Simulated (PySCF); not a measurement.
# How methods differ on the excitation energy of Al

Al [Ne] 3s2 3p1 (2P) → Al [Ne] 3s1 3p1 3d1 (high-spin determinant), as a difference of total energies. Computed with PySCF 2.14 in dyall-av3z (19s12p3d2f, 84 functions), with the spin-free X2C one-electron Hamiltonian (Gaussian nucleus). Correlated levels: valence: [Ne] frozen; virtual orbitals above 40 to 60 times the deepest correlated orbital energy dropped. The calculations carry no spin-orbit coupling.

```
           method  excitation energy (eV)
              UHF                   7.673
    MP2 (valence)                   8.478
SCS-MP2 (valence)                   8.750
   CCSD (valence)                   8.600
CCSD(T) (valence)                   8.546
```

Problem. How much does correlation contribute at CCSD(T) (valence)?

Solution. 8.546 − (7.673) = 0.873 eV, measured against UHF.

The upper state lies above the first ionisation limit, but in LS coupling its spin forbids autoionisation to the ground ion.

The promoted electron is Rydberg-like, and one or two diffuse shells describe it only roughly, which tends to raise the upper state.

The coupled-cluster amplitudes are large for the upper state (T1 above 0.03 or a double amplitude above 0.15), so a single reference is strained.

The determinant of the upper state mixes LS terms, which raises its energy above the lowest term, most at the Hartree-Fock and MP2 levels.
